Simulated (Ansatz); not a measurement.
Results of the Gaussian-basis code of Ansatz.

A structure relaxed at PBE0-D4/def2-TZVP, charge 0, multiplicity 1:

| atom | x (Å) | y (Å) | z (Å) |
| --- | --- | --- | --- |
| N1 | -0.946 | -0.764 | 0.159 |
| In2 | 0.642 | 0.385 | -0.227 |
| F3 | 0.649 | 1.831 | -1.513 |
| F4 | 2.415 | 0.056 | 0.475 |
| H5 | -1.835 | -0.296 | 0.041 |
| H6 | -0.924 | -1.211 | 1.066 |

Give its formula and SMILES.

F2H2InN, `[NH2][In]([F])[F]`.

Point group (tolerance 0.08 Å, 0.16 Å for H)?

Cs.

Summarise the bond lengths by kind.

1 × In–N 1.998 Å; 2 × H–N 1.011 Å; 2 × F–In 1.935 Å.
